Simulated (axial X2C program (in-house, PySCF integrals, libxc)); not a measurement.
## Ionising SnCl

Computed with an in-house all-electron X2C program for linear molecules (integrals from PySCF), spin-free (one-electron X2C) or two-component (2c: spin–orbit coupling with atomic mean-field Coulomb and Gaunt terms, which also bring small scalar terms), in Dyall basis sets with cores contracted in-house; open shells are unrestricted.

Basis sets: Cl dyall-av3z, Sn dyall-cv3z. Frozen shells (counts by l): SnCl Sn 4s3p2d, Cl 2s1p, 11 electrons correlated; SnCl⁺ Sn 4s3p2d, Cl 2s1p, 10 electrons correlated. Coupled cluster in natural virtuals with an MP2 remainder. Where the outer core of a metal is frozen, bonds come out longer and ionisation energies lower.

```tsv
Hamiltonian	level	SnCl state	Re (Å)	ωe (cm⁻¹)	De (eV)
spin-free	HF	M_S = 1/2, Λ = 1	2.389	343.3	2.56
spin-free	PBE0	M_S = 1/2, Λ = 1	2.373	346.7	3.91
spin-free	CCSD(T)	M_S = 1/2, Λ = 1	2.394	342.4	3.77
2c	HF	Ω = 1/2	2.393	340.7	n/a
2c	PBE0	Ω = 1/2	2.377	344.2	n/a
2c	CCSD	Ω = 1/2	2.394	341.9	n/a
2c	CCSD(T)	Ω = 1/2	2.397	340.2	n/a
```

Adiabatic ionisation energy (minimum to minimum, no zero-point term) and constants of SnCl⁺:

```json
{"Hamiltonian": "spin-free", "level": "HF", "SnCl⁺ state": "M_S = 0, Λ = 0", "IE (eV)": "6.64", "Re (Å)": "2.262", "ωe (cm⁻¹)": "438.9", "De (eV)": "2.77", "fragments": "Sn+ + Cl"}
{"Hamiltonian": "spin-free", "level": "PBE0", "SnCl⁺ state": "M_S = 0, Λ = 0", "IE (eV)": "7.00", "Re (Å)": "2.264", "ωe (cm⁻¹)": "427.6", "De (eV)": "4.22", "fragments": "Sn+ + Cl"}
{"Hamiltonian": "spin-free", "level": "CCSD(T)", "SnCl⁺ state": "M_S = 0, Λ = 0", "IE (eV)": "6.93", "Re (Å)": "2.281", "ωe (cm⁻¹)": "423.0", "De (eV)": "4.05", "fragments": "Sn+ + Cl"}
{"Hamiltonian": "2c", "level": "HF", "SnCl⁺ state": "Ω = 0", "IE (eV)": "6.79", "Re (Å)": "2.263", "ωe (cm⁻¹)": "438.7", "De (eV)": "2.37", "fragments": "Sn+ + Cl"}
{"Hamiltonian": "2c", "level": "PBE0", "SnCl⁺ state": "Ω = 0", "IE (eV)": "7.15", "Re (Å)": "2.265", "ωe (cm⁻¹)": "427.1", "De (eV)": "n/a", "fragments": "Sn+ + Cl"}
{"Hamiltonian": "2c", "level": "CCSD", "SnCl⁺ state": "Ω = 0", "IE (eV)": "7.07", "Re (Å)": "2.275", "ωe (cm⁻¹)": "428.3", "De (eV)": "3.56", "fragments": "Sn+ + Cl"}
{"Hamiltonian": "2c", "level": "CCSD(T)", "SnCl⁺ state": "Ω = 0", "IE (eV)": "7.07", "Re (Å)": "2.282", "ωe (cm⁻¹)": "422.6", "De (eV)": "3.71", "fragments": "Sn+ + Cl"}
```

Task: Add the zero-point terms to the ionisation energy at CCSD(T), 2c, and say whether the electron removed was bonding.

Result: IE0 = IE + (ωe⁺ − ωe)/2 = 7.07 + (0.005) = 7.08 eV. Re changes by -0.115 Å, so the bond shortens, as on loss of an antibonding or a polarising non-bonding electron.

Each entry is the lowest single determinant of a limited PBE0 search at one distance. De goes to single-determinant-based atoms at the same level (for ions the charge split of lowest energy) and is withheld (n/a) where an atom does not fit its ground term or J level. Main or longest-lived isotopes. The functionals have no current term, which raises determinants with orbital currents.
